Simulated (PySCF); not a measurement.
## Relaxation of singlet PI3

All numbers come from B3LYP in PySCF with P def2-TZVP, I def2-TZVP with ECP28; scalar-relativistic core potentials, no spin–orbit coupling; density-fitted integrals. A (50,194) grid was used.

A hand-made trigonal pyramidal start, of C3v symmetry, held to at least that symmetry:

Coordinates in bohr (charge 0 multiplicity 1):
```
P     0.0000    0.0000   -2.0018
I     4.0713    0.0000    0.1629
I    -2.0356    3.5258    0.1629
I    -2.0356   -3.5258    0.1629
```

Task: What forces act on the atoms at the start (eV/Å)?

Result: 
| atom | Fx | Fy | Fz |
| --- | --- | --- | --- |
| P1 | 0.00 | 0.00 | -0.18 |
| I2 | 0.68 | 0.00 | 0.06 |
| I3 | -0.34 | 0.59 | 0.06 |
| I4 | -0.34 | -0.59 | 0.06 |

Task: What does it relax to?

Result: It ends at C3v with P–I 2.485 Å (×3); I–P–I 103.2° (×3). A frequency run shows a minimum. Other isomers or separated fragments may lie lower.

Task: How much energy is released, and in how many steps?

Result: 8.3 kJ/mol in 3 steps.
